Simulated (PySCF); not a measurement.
MSn for M along the chalcogens

HF with double-zeta basis sets in PySCF, for the lowest determinant that a PBE0 search found; no spin–orbit coupling. De refers to high-spin ground-configuration atoms. A positive dipole means M(−)Sn(+).

```json
{"M": "O", "basis": "cc-pVDZ-PP/cc-pVDZ", "reference": "RHF", "state (unpaired electrons)": "singlet (closed shell)", "Re (Å)": "1.805", "ωe (cm⁻¹)": "957", "De (eV)": "1.20", "μ (D)": "4.80"}
{"M": "S", "basis": "def2-SVP", "reference": "RHF", "state (unpaired electrons)": "singlet (closed shell)", "Re (Å)": "2.199", "ωe (cm⁻¹)": "539", "De (eV)": "2.41", "μ (D)": "3.77"}
{"M": "Se", "basis": "def2-SVP", "reference": "RHF", "state (unpaired electrons)": "singlet (closed shell)", "Re (Å)": "2.318", "ωe (cm⁻¹)": "364", "De (eV)": "2.23", "μ (D)": "3.59"}
{"M": "Te", "basis": "def2-SVP", "reference": "RHF", "state (unpaired electrons)": "singlet (closed shell)", "Re (Å)": "2.516", "ωe (cm⁻¹)": "285", "De (eV)": "1.79", "μ (D)": "3.18"}
```

The shortest bond is that of SnO (1.805 Å), the longest that of SnTe (2.516 Å).

The rows differ in basis set, which adds steps of its own.

Down a group the atoms grow and get heavier, so bonds lengthen and wavenumbers fall; this series shows no clear exception.

Spin–orbit coupling is left out, which matters for elements this heavy, above all for dissociation energies. Where the molecule has an RHF reference, its open-shell atoms are computed with UHF. Hartree–Fock leaves out correlation, which carries a large part of most bond energies and some tenths to 1 eV of ionisation energies.
